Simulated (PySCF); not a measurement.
# Where the electron goes

Species: C3H9FO2Si.
Cartesian coordinates in Å at the PBE0-D3(BJ)/def2-SVP level; atoms count from 1:
```
atom  x, y, z in Å
C1    -1.7130   -1.2763   -0.1494
C2    -0.5117   -0.3840   -0.3891
C3    -0.8929    1.0787   -0.3091
F4     0.1942    1.8678   -0.6565
O5     0.4758   -0.6879    0.5613
Si6    2.0670   -0.1744    0.5369
O7     2.2747    1.3479    1.1526
H8    -2.4884   -1.1252   -0.9150
H9    -1.3962   -2.3283   -0.1747
H10   -2.1473   -1.0795    0.8427
H11   -0.1200   -0.5615   -1.4120
H12   -1.7137    1.3130   -1.0059
H13   -1.1917    1.3393    0.7193
H14    2.5333   -0.2670   -0.8809
H15    2.8008   -1.0870    1.4423
H16    1.8096    2.0252    0.6473
```

Method used: TDDFT CAM-B3LYP/def2-SVPD, vertical, gas phase, core orbitals frozen in the response in PySCF.

Frontier orbitals with the atoms that hold most of them (Löwdin shares over 4%, at most four atoms; ? is withheld):

```
orbital  ε (eV)                             atoms
 LUMO+2    1.86  Si6 29%, H14 10%, H11 9%, H15 8%
 LUMO+1    1.29    O7 18%, F4 13%, Si6 13%, O5 8%
   LUMO       ?                                 ?
   HOMO   -9.91                                 ?
 HOMO-1  -10.00  O5 31%, Si6 18%, H14 18%, O7 14%
 HOMO-2  -10.87   O5 24%, O7 23%, C2 12%, Si6 10%
 HOMO-3  -11.23   O7 51%, Si6 15%, H15 11%, O5 6%
```

(1) Which atoms hold the LUMO, and with what shares?

(2) Give the leading atoms of the HOMO.

(3) What is the LUMO energy, and the HOMO–LUMO gap?

## Answers

(1) C1 (bonded to C and 3 H) 17%; C3 (bonded to C, F and 2 H) 15%; H12 (bonded to C) 11%; H8 (bonded to C) 10%. By element: carbon 32% or more, hydrogen 21% or more.

(2) O5 (bonded to C and Si) 43%; O7 (bonded to Si and H) 16%; C2 (bonded to 2 C, O and H) 10%; C3 (bonded to C, F and 2 H) 10%. By element: oxygen 60%, carbon 20% or more.

(3) ε(LUMO) = 1.21 eV; the gap is 11.12 eV (0.4086 hartree).

Question: How does S1 compare with the orbital gap of 11.12 eV?

Answer: S1 is at 8.04 eV (f = 0.0090), 3.08 eV below the gap, made of HOMO-1→LUMO+1 (46%), HOMO→LUMO+1 (28%). Its leading pair isn't HOMO and LUMO; the energies of that pair differ by 11.29 eV. 

Next come S2 at 8.20 eV (f 0.029), HOMO→LUMO+1 (42%), HOMO→LUMO (25%), HOMO-1→LUMO+1 (12%); S3 at 8.32 eV (f 0.040), HOMO→LUMO (44%), HOMO-1→LUMO+1 (19%), HOMO→LUMO+1 (14%); S4 at 8.39 eV (f 0.025), HOMO-1→LUMO (34%), HOMO-1→LUMO+3 (22%), HOMO-1→LUMO+4 (19%); S5 at 8.74 eV (f 0.012), HOMO→LUMO+3 (40%), HOMO→LUMO (12%), HOMO-1→LUMO+2 (10%).

Löwdin shares depend on the basis, the more so with diffuse functions.

One conformer stands for the species.
